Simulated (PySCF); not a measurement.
C2H7ClOSi2, SMILES O[SiH2]/C(Cl)=C/[SiH3].

Coordinates come from a r2SCAN-D4/def2-SVP optimisation. The structure was generated by enumeration; whether it is a known compound was not checked. The values are those of a single conformer.

Two levels are set side by side: PBE/def2-TZVP (PySCF) and CAM-B3LYP/def2-TZVP (PySCF). Same geometry, gas phase. Differences are taken from unrounded values.

```tsv
quantity	PBE
orbital gap (eV)	4.37
highest occupied level (eV)	-6.72
lowest empty level (eV)	-2.35
dipole moment (D)	0.43
mean polarisability (bohr³)	97.2
```

Task: These are the PBE values. What does CAM-B3LYP give? (An estimate is asked for; the answer gives what the named calculation found.)

Result: 
```
quantity                     CAM-B3LYP  PBE minus CAM-B3LYP
---------------------------  ---------  -------------------
orbital gap (eV)                  8.83                -4.46
highest occupied level (eV)      -9.15                 2.43
lowest empty level (eV)          -0.32                -2.03
dipole moment (D)                 0.65                -0.22
mean polarisability (bohr³)       91.7                  5.4
```

Without exact exchange PBE keeps part of each electron's self-repulsion, which lifts occupied levels and narrows the gap. PBE's more diffuse valence density responds more strongly to a field. Differences between two approximate levels are no errors against the true value.
